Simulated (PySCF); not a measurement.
LDA on Pd- (palladium, charge -1), [Kr] 4d10 5s1, 2S determinant. Calculation: PySCF 2.14, in x2c-QZVPPall with one added diffuse shell each of s, p, d, f, g type (14s9p8d5f3g, 143 functions); scalar relativity by spin-free X2C-1e.

```
cycle= 1 E= -5040.0239187615  delta_E= -0.0321  |g|= 0.355  |ddm|= 2.45
cycle= 2 E= -5039.80759998128  delta_E= 0.216  |g|= 0.993  |ddm|= 0.646
cycle= 3 E= -5040.05544439483  delta_E= -0.248  |g|= 0.0539  |ddm|= 0.508
cycle= 4 E= -5040.05564751316  delta_E= -0.000203  |g|= 0.0533  |ddm|= 0.149
cycle= 5 E= -5040.0568583977  delta_E= -0.00121  |g|= 0.00221  |ddm|= 0.0722
cycle= 6 E= -5040.05685975065  delta_E= -1.35e-06  |g|= 0.000706  |ddm|= 0.00157
cycle= 7 E= -5040.05686003471  delta_E= -2.84e-07  |g|= 1.03e-05  |ddm|= 0.00153
cycle= 8 E= -5040.05686003481  delta_E= -1.01e-10  |g|= 2.71e-06  |ddm|= 8.12e-05
converged SCF energy = -5040.05686003481  <S^2> = 0.75194409  2S+1 = 2.0019431
```

Highest occupied orbital energy: 1.413 eV; ⟨L²⟩ = 0.00; populations by l: s 9.00, p 18.00, d 20.00, f 0.00.

(1) Can this result be used?

Answers

(1) With care. The run converged. At LDA the highest occupied level has a positive energy, so only the finite basis holds that electron; in a semilocal or global hybrid functional this comes from self-interaction and does not mean that the real anion is unbound.
